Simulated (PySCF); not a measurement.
H₃HfI, multiplicity 1. Atoms are numbered in the order given.

```xyz
5

Hf     0.0000     0.0000     1.1025
I      0.0000     0.0000    -1.5960
H     -1.5043     0.8685     1.7350
H      0.0000    -1.7370     1.7350
H      1.5043     0.8685     1.7350
```

Geometry: PBE-D3(BJ)/def2-TZVP. The multiplicity is an assumed one; other spin states were not compared. The def2 effective core potentials stand for the cores of Hf, I; spin–orbit coupling is left out.

Level of theory: PBE-D3(BJ)/def2-TZVP in PySCF.

Frequencies are harmonic and unscaled.

Modes within 1.5 cm⁻¹ of each other (mostly degenerate sets) share a row, with their intensities summed.

Computed harmonic wavenumbers and intensities:
| mode | ν (cm⁻¹) | IR (km/mol) | moving atoms (share of kinetic energy) |
|---|---|---|---|
| 1 | 190 | 7.0 | I 59 %, Hf 39 % |
| 2–3 | 309 | 50.1 | H 98 % |
| 4 | 552 | 159.2 | H 97 % |
| 5–6 | 629 | 122.8 | H 100 % |
| 7–8 | 1684 | 682.1 | H 99 % |
| 9 | 1722 | 267.5 | H 100 % |
